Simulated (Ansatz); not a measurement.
Reaction (cleavage of the Si–Si bond): `[SiH3][SiH2][SiH3]` + `O[SiH2]S` → `O[SiH2]S[SiH3]` + `[SiH3][SiH3]`

Gas-phase electronic energies from Ansatz, PBE0-D4/def2-TZVP geometries. CCSD(T)/CBS adds triple-zeta CCSD(T) − MP2 to the extrapolated MP2 energy (def2 sets, frozen cores). DFT in def2-TZVPP. B3LYP here is the variant with VWN-RPA as its local correlation; programs differ in this. One conformer a species, not always the lowest.

```
             level  ΔE (kJ/mol)  difference from CCSD(T)/CBS
            PBE-D4        -42.6                         11.4
         r2SCAN-D4        -50.5                          3.5
           PBE0-D4        -46.4                          7.6
          B3LYP-D4        -52.0                          2.0
           ωB97X-V        -52.3                          1.7
           ωB97M-V        -56.9                         -2.9
            B2PLYP        -53.7                          0.3
               PBE        -40.8                         13.2
            r2SCAN        -50.3                          3.7
              PBE0        -45.0                          9.0
             B3LYP        -48.9                          5.1
     HF/def2-TZVPP        -60.4                         -6.4
    MP2/def2-TZVPP        -60.8                         -6.8
SCS-MP2/def2-TZVPP        -60.2                         -6.2
   CCSD/def2-TZVPP        -51.7                          2.3
CCSD(T)/def2-TZVPP        -51.6                          2.4
     HF/def2-QZVPP        -60.8                         -6.8
    MP2/def2-QZVPP        -62.4                         -8.4
SCS-MP2/def2-QZVPP        -61.6                         -7.6
      HF/CBS(def2)        -60.9                         -6.9
     MP2/CBS(def2)        -63.3                         -9.3
    CCSD/CBS(def2)        -54.1                         -0.1
       CCSD(T)/CBS        -54.0                            0
```

Largest T1 diagnostic among the species: 0.013.

From PBE to PBE0 (25 % exact exchange), in def2-TZVPP and without D4, ΔE moves by −4.2 kJ/mol. The D4 term adds −3.1 kJ/mol with B3LYP and −1.5 kJ/mol with PBE0; it sums over pairs of atoms, weighted by their polarisabilities, and B3LYP, whose exchange is more repulsive, gets the larger term.
